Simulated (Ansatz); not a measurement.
Method: frozen-core CCSD(T)/cc-pVTZ // PBE0-D3(BJ)/def2-TZVP (Ansatz, a first-principles code).

Ansatz 0.2 input:
```yaml
crystal:
  periodic: [false, false, false]
  atoms:
    - { symbol: C, position_ang: [-0.410077, 1.48069, -0.327333] }
    - { symbol: B, position_ang: [-0.002191, 0.002354, 0.002295] }
    - { symbol: C, position_ang: [-1.104586, -1.102196, 0.15927] }
    - { symbol: C, position_ang: [1.511193, -0.375349, 0.170812] }
    - { symbol: H, position_ang: [0.013173, 1.750368, -1.304463] }
    - { symbol: H, position_ang: [-1.484452, 1.673157, -0.361761] }
    - { symbol: H, position_ang: [0.05279, 2.178617, 0.3798] }
    - { symbol: H, position_ang: [-1.857888, -1.038519, -0.633216] }
    - { symbol: H, position_ang: [-0.733066, -2.127505, 0.219241] }
    - { symbol: H, position_ang: [-1.65352, -0.894402, 1.088783] }
    - { symbol: H, position_ang: [1.791255, -1.060154, -0.641004] }
    - { symbol: H, position_ang: [2.208371, 0.465046, 0.158043] }
    - { symbol: H, position_ang: [1.668997, -0.952106, 1.089531] }
basis:
  gaussian: { orbitals: cc-pVTZ }
correlation:
  method: ccsd_t
```

Output:

```
Functional definition: HF
1360 factors; integrals over basis functions are off by at most 9.7e-4 eV
mean field evaluation 1: about -3903.4020 eV, gradient 3.9e1 eV
mean field evaluation 2: about -3903.4003 eV, gradient 3.9e1 eV
mean field evaluation 4: about -3907.4028 eV, gradient 3.1e0 eV
mean field evaluation 8: about -3907.4502 eV, gradient 1.4e-1 eV
mean field evaluation 16: about -3907.4538 eV, gradient 4.6e-1 eV
mean field -3907.45029025 eV, -143.5961496018 hartree, gradient 6.2e-6 eV, S^2 0.000000; 0 other end points of the search recorded, 0 dependent functions left out
4 core orbitals not correlated
reference -3907.45029025 eV, -143.5961496018 hartree; 12, 12 occupied and 230, 230 virtual orbitals, 1360 factors
second order -17.42990361 eV of doubles, -0.00000000 eV of singles
cycle   1  -18.35295400 eV  change   -9.2e-1 eV  update   7.8e-2
cycle   2  -18.77239487 eV  change   -4.2e-1 eV  update   2.2e-2
cycle   3  -18.82606298 eV  change   -5.4e-2 eV  update   8.1e-3
cycle   4  -18.82296781 eV  change    3.1e-3 eV  update   1.9e-3
cycle   5  -18.82272462 eV  change    2.4e-4 eV  update   6.6e-4
cycle   6  -18.82261936 eV  change    1.1e-4 eV  update   1.8e-4
cycle   7  -18.82256818 eV  change    5.1e-5 eV  update   5.0e-5
cycle   8  -18.82256632 eV  change    1.9e-6 eV  update   1.7e-5
perturbative correction -0.69417345 eV, -0.0255104039 hartree
Total energy: -3926.96703002 eV, -144.3133765595 hartree
```

Cost: around 4 core-minutes (rough).
